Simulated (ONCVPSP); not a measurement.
# manganese: excitation energies, all-electron against ONCV

```json
{"Element": "manganese (Mn)", "Generator": "ONCVPSP 4.0.1", "Type": "optimised norm-conserving Vanderbilt (ONCV)", "Functional": "revPBE", "Relativity": "scalar-relativistic", "Frozen core": "[Ne]", "Valence charge": "15", "Reference configuration": "3s2 3p6 3d5 4s2", "Partial waves": "3s+4s: rc 1.30 bohr, ncon 4, nbas 8, qcut 11.5 1/bohr, 2 projectors; 3p: rc 0.85 bohr, ncon 4, nbas 9, qcut 8.2 1/bohr, 1 projector; 3d: rc 1.95 bohr, ncon 3, nbas 7, qcut 7.4 1/bohr, 2 projectors, debl 0.7 Ha", "Local potential": "polynomial inside 0.65 bohr (lpopt 5, dvloc0 0 Ha)", "Core correction": "polynomial model core, fcfact 0.5"}
```

Energies are relative to the spin-unpolarised reference configuration 3s2 3p6 3d5 4s2; without spin polarisation the order of configurations can differ from experiment.

```csv
valence configuration,charge,ΔE all-electron (eV),error AE − PS (meV)
3s2 3p6 3d5 4s1,+1,8.331,+1.5
3s2 3p6 3d4 4s0,+3,56.185,+110
```

Problem. What are ΔE and the potential's error for 3s2 3p6 3d5 4s1 4p1?

Solution. ΔE = 3.834 eV all-electron; the error (AE − PS) is +13 meV.

Problem. What are ΔE and the potential's error for 3s2 3p6 3d5 4s0?

Solution. ΔE = 23.772 eV all-electron; the error (AE − PS) is +1.4 meV.
